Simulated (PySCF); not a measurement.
Species: C5H9N3Si.
Z-matrix (Å and degrees, GFN2-xTB geometry), rows numbered from 1:
```
C 
C   1  1.4898
N   2  1.3218  1  117.93
N   3  1.3033  2  119.25  1  -179.08
C   4  1.3219  3  120.36  2    -0.26
C   5  1.4896  4  117.30  3  -179.96
C   5  1.4104  4  120.13  3    -0.20
Si  7  1.8949  5  125.23  4  -179.60
N   7  1.3229  5  118.61  4     0.35
H   1  1.0894  2  109.11  3    88.62
H   1  1.0863  2  109.96  3  -152.45
H   1  1.0861  2  109.76  3   -30.09
H   6  1.0868  5  109.31  4    -0.50
H   6  1.0889  5  110.25  4  -121.00
H   6  1.0890  5  110.19  4   119.91
H   8  1.4654  7  107.63  5    58.67
H   8  1.4655  7  107.31  5   -59.10
H   8  1.4559  7  107.90  5   179.90
```

NICS is the negative of the GIAO shielding at a point without a nucleus: at the ring centre (0) and 1 Å above and below it (1); zz is the component along the ring normal. Level: GIAO PBE0/pcSseg-1 (PySCF, non-relativistic, gas phase) on the GFN2-xTB geometry, one conformer.

Ring bond lengths (Å), with Mayer bond orders in brackets: C2–N3 1.322 (1.47), N3–N4 1.303 (1.32), N4–C5 1.322 (1.52), C5–C7 1.410 (1.18), C7–N9 1.323 (1.48), N9–C2 1.336 (1.37).

**Question.** Give the NICS values of each ring in ppm.

**Answer.** 
| ring | type | NICS(0) | NICS(1), two faces | NICS(1)zz, two faces | rms pucker (Å) | centre to ring atoms, mean (Å) |
| --- | --- | --- | --- | --- | --- | --- |
| C2–N3–N4–C5–C7–N9 | 6-membered ring with 3 N; formal bonds all aromatic | -3.0 | -10.7 / -10.6 | -25.4 / -25.1 | 0.00 | 1.34 |

**Question.** What can be read from them?

**Answer.** 
- C2–N3–N4–C5–C7–N9: mean NICS(1)zz -25.2 ppm, shielded. For a flat ring without four-coordinate atoms the NICS criterion counts such a value as aromatic. NICS(0) lies 8 ppm above the mean NICS(1).

**Question.** How equal are the bonds by HOMA? HOMA = 1 − mean of α(R − Ropt)² over the ring bonds, with Krygowski's 1993 parameters (CC: Ropt 1.388 Å, α 257.7 Å⁻²; CN: Ropt 1.334 Å, α 93.52 Å⁻²; NN: Ropt 1.309 Å, α 130.33 Å⁻²).

**Answer.** 
- C2–N3–N4–C5–C7–N9: HOMA 0.97; the largest term is that of C5–C7, α(R − Ropt)² = 0.13. The geometric and the magnetic index point the same way.

**Question.** At the first NICS(1) probe listed for ring C2–N3–N4–C5–C7–N9, 1 Å off the ring, how large is the induced field along the normal in 7.05 T applied along it?

**Answer.** NICSzz × B0 = -25.4 ppm × 7.05 T = -179 μT, against the applied field.

**Question.** List the ring angles and the Hirshfeld charges of the ring atoms.

**Answer.** 
- C2–N3–N4–C5–C7–N9: C2 124.1° (+0.121 e), N3 119.2° (-0.112 e), N4 120.4° (-0.092 e), C5 120.1° (+0.058 e), C7 118.6° (-0.020 e), N9 117.6° (-0.145 e); sum 720.0° against 720° for a flat convex ring.

**Question.** What are the shieldings of the ring atoms and their hydrogens in the same run (means over atoms taken as equivalent)?

**Answer.** 
```csv
atoms,environment,σ isotropic (ppm)
C2,substituted aromatic carbon,16.3
N3,pyridine-type nitrogen,-161.1
N4,pyridine-type nitrogen,-201.8
C5,substituted aromatic carbon,21.2
C7,substituted aromatic carbon,20.6
N9,pyridine-type nitrogen,-86.7
```
